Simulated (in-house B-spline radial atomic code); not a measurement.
Pd. Computed with a B-spline radial atomic code. Model: non-relativistic spherical atom: semilocal Troullier-Martins pseudo-atom, one channel per l, against all electrons, high spin, G0W0 and RPA with empty states to l = 8, local potential for every l without a channel, a model core (radius 0 = none) keeps its share of the functional.

Without relativity these are model numbers for so heavy an element.

What the tables leave out is listed at the end.

The pseudopotential gives back the lowest level of each angular momentum of its own functional in the configuration it was made in; a second state of the same l is only approximately right. Exact exchange, RPA and GW see the smooth pseudo-orbitals and miss the exchange with the core, for which the functional's share stands in. The column with an uncorrelated core keeps all orbitals and exact exchange, and so separates missing core correlation from pseudisation. Only the three outermost levels and the lowest empty one were computed. RPA here is direct RPA, with no exchange kernel, and its energies carry an (l + 1/2)⁻⁴ tail. A hybrid on a potential with a model core restores only its own semilocal share of the core's exchange.

Command:
```bash
python run_psgw.py task.json out
```
Settings (lengths in bohr, energies in hartree):
```
Z                      46
electrons              46
configuration          [Kr] 4d10
generated_in           [Kr] 4d10
functional             pbe,pbe
core_shells            6
radius_factor          1.3
core_correction        True
```

Run time, properties included: 39 s on 1 thread of Arm Neoverse N1, with other jobs on the host.

Given: made with PBE; model core radius 0.628 bohr; local radius 1.189 bohr; mean-field start PBE0.

Valence shells of the generating configuration: 4s, 4p, 4d.

Channel: s 1.147, p 1.194, d 1.424 (radii in bohr).

Computed: largest level miss in the spin-unpolarised generating configuration 0.001 eV; valence RPA correlation energy all-electron orbitals -1.1298 hartree; valence RPA correlation energy pseudo -1.1361 hartree; pseudo-atom RPA polarisability 18.336 bohr³.

```csv
level,occupied,mean-field all-electron (eV),mean-field pseudo minus all (eV),G0W0 all-electron (eV),G0W0 uncorrelated core minus all (eV),G0W0 pseudo minus all (eV),exchange self-energy all-electron (eV),exchange self-energy pseudo (eV)
4d,1,-5.5093,-0.027,-8.4515,0.085,-0.072,-31.393,-28.176
5s (empty),0,-1.8034,-0.022,-0.28544,0.016,0.007,-1.9847,-1.6839
```

Problem. What is the all-electron RPA polarisability, core included?

Solution. 18.522 bohr³.

Among the listed levels the largest G0W0 shift of the pseudo-atom is -0.07 eV, for 4d on the PBE0 start, while leaving the core uncorrelated moves that level by +0.09 eV. The rest, -0.16 eV, comes from pseudisation and the lost core exchange. Not in the tables (levels of low weight, unsolved or above zero; the highest and the empty levels are kept at any weight): on PBE, a start not tabulated, the G0W0 levels 4d (pseudo minus all -0.03 eV, weights 0.56 and 0.56), 4p (pseudo minus all -3.19 eV, weights 0.14 and 0.04), 4s (pseudo minus all +4.28 eV, weights 0.03 and -0.00), 5s (pseudo minus all -0.04 eV, weights 0.87 and 0.87); on PBE0 the G0W0 levels 4p (pseudo minus all -22.83 eV, weights 0.00 and 0.12), 4s (pseudo minus all +0.43 eV, weights 0.06 and 0.02); no Hartree-Fock pseudo-atom is run with a model core.
